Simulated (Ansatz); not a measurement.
CH7InOSSi, SMILES `[CH3][In]([SH])[SiH2]O`, relaxed with RKS PBE0-D4/def2-TZVP in the Gaussian-basis code of Ansatz from a PBE-D4/def2-SVP geometry. The force threshold is 0.005 eV/Å; the program also tests the step.

Charge 0, multiplicity 1. In: def2 effective core potential.

Start:

```xyz
12

C     2.010    1.544    0.044
In    0.212    0.320   -0.047
S    -0.873    0.276   -2.267
Si   -1.336   -1.288    1.279
O    -1.882   -2.446    0.175
H     2.843    0.985   -0.430
H     1.841    2.483   -0.518
H     2.279    1.776    1.092
H     0.086    1.003   -2.905
H    -2.468   -0.508    1.913
H    -0.653   -2.052    2.379
H    -2.060   -2.093   -0.716
```

```csv
step,energy (eV),largest force (eV/Å),largest move (Å)
1,-27078.6907,0.779,0.000
2,-27078.7483,0.525,0.064
3,-27078.7578,0.255,0.056
4,-27078.7605,0.098,0.066
5,-27078.7637,0.077,0.051
6,-27078.7647,0.060,0.013
7,-27078.7662,0.075,0.047
8,-27078.7670,0.078,0.041
9,-27078.7673,0.125,0.037
10,-27078.7678,0.050,0.015
11,-27078.7681,0.102,0.044
12,-27078.7686,0.108,0.042
13,-27078.7692,0.072,0.036
14,-27078.7697,0.059,0.053
15,-27078.7699,0.078,0.039
16,-27078.7702,0.067,0.040
17,-27078.7705,0.052,0.041
18,-27078.7707,0.042,0.047
19,-27078.7708,0.032,0.042
20,-27078.7709,0.028,0.008
21,-27078.7710,0.021,0.008
22,-27078.7710,0.010,0.004
23,-27078.7710,0.005,0.006
24,-27078.7710,0.003,0.007
```

End:

```xyz
12

C     1.883    1.583    0.079
In    0.245    0.220   -0.186
S    -0.495    0.040   -2.484
Si   -1.259   -1.308    1.243
O    -2.133   -2.330    0.281
H     2.731    1.240   -0.517
H     1.588    2.571   -0.279
H     2.184    1.654    1.123
H     0.358    0.957   -2.966
H    -2.152   -0.464    2.093
H    -0.477   -2.180    2.157
H    -2.473   -1.983   -0.544
```

Hardware: 2 threads of an AMD EPYC 7R13 on a shared host and a share of an NVIDIA H100 80 GB. Wall time 39 s, peak host memory 0.9 GiB.
